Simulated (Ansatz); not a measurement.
# Ligand exchange: C2H5FMg + C4H10O → C2H6MgO + C4H9F

Species: C2H5FMg `C[CH2][Mg][F]`, singlet; C4H10O (2-methyl-1-propanol) `CC(C)CO`, singlet; C2H6MgO `C[CH2][Mg][OH]`, singlet; C4H9F `CC(C)CF`, singlet. The partners trade F for OH: Mg–F and C–OH bonds give way to Mg–OH and C–F.

Shapes, held fixed at every level: PBE0-D4/def2-TZVP. Flexible molecules stand in one conformer, not always the lowest. Programs: Ansatz 0.2.0. Electronic energies: no zero-point or thermal term.

| level | kind | ΔE (kJ/mol) | less CCSD(T)/def2-TZVPP | CPU time (sum over the molecules) |
| --- | --- | --- | --- | --- |
| PBE-D4/def2-TZVPP | GGA | +58.9 | +3.8 | 30 s |
| r2SCAN-D4/def2-TZVPP | meta-GGA | +53.3 | -1.8 | 47 s |
| wB97M-V/def2-TZVPP | range-separated hybrid | +53.8 | -1.3 | 1.8 min |
| wB97X-V/def2-TZVPP | range-separated hybrid | +54.1 | -1.0 | 81 s |
| B2PLYP/def2-TZVPP | double hybrid | +53.9 | -1.2 | 60 s |
| MP2/def2-TZVPP | perturbation theory | +57.3 | +2.2 | – |
| CCSD(T)/def2-TZVPP | coupled cluster or CI | +55.1 | 0.0 | 27 min |

The highest level, CCSD(T)/def2-TZVPP, gives ΔE = +55.1 kJ/mol; the levels span +53.3 to +58.9. The column of differences is taken from that level and isn't an error. No measured value is set beside it here. Outer-core shells of Mg are correlated in most correlated rows, in sets that cover them unevenly. Times are processor times on shared x86 and Arm servers, and rough.
